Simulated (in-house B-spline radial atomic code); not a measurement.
# RPA and G0W0 on LC-wPBE: the zinc ion Zn⁷⁺

Configuration [Ar] 3d5, highest spin, mean-field start LC-wPBE. Computed with a B-spline radial code for spherical atoms: all electrons, non-relativistic, point nucleus, each spin shell either full or empty, empty states to l = 9 with an (l + 1/2)⁻⁴ tail; G0W0 by contour deformation at full frequency.

Command:
```bash
python run_gw.py task.json out
```
Settings (radii: box in bohr, nucleus in fm):
```
Z                        30
electrons                23
configuration            [Ar] 3d5
hamiltonian              nr
method                   lc_wpbe
lmax                     9
spin_polarised           True
box_radius               8.41
intervals                49
```

Time taken, with all properties: 1.3 s on 1 thread of Arm Neoverse V2 (shared host).

Energies (hartree):

| term | value |
| --- | --- |
| mean-field total | -1762.34533 |
| Hartree-Fock functional on these orbitals | -1761.57975 |
| direct second order | -1.7247 |
| second-order exchange | 0.56248 |
| SOSEX correction | 0.52828 |

(1) What is the RPA correlation energy, and what remains with SOSEX?

Quasi-particle levels (eV):

| level | occupied | mean field | Σx - vxc | Σc | QP weight | G0W0 |
| --- | --- | --- | --- | --- | --- | --- |
| 3d up | yes | -164.70 | -11.75 | ? | ? | ? |
| 3p down | yes | -231.22 | -9.28 | 0.07 | 0.969 | -240.42 |
| 3s down | yes | -275.28 | -18.36 | 7.27 | 0.878 | -286.37 |
| 3d down | no | -144.79 | 13.63 | -5.45 | 0.973 | -136.61 |

G0W0 = mean field + (Σx - vxc) + Σc, with Σc (partial-wave tail included) taken at the quasi-particle energy. Only the outer levels were computed. Levels of low weight are left out.

(2) Where does G0W0 put 3d up?

Answers

(1) RPA gives -1.5618 hartree (-1.85 eV per electron); RPA + SOSEX gives -1.0336, and the second-order doubles -1.1622 hartree (no singles). SOSEX takes back 34 % of the RPA value.

(2) At -174.99 eV, with Σc = 1.46 eV and a quasi-particle weight of 0.972. The tabulated removal energy is 173.9 ± 1.7 eV (NIST, semi-empirical); the calculation leaves out relativity, Breit and QED terms, and what these don't explain is the method's own error.
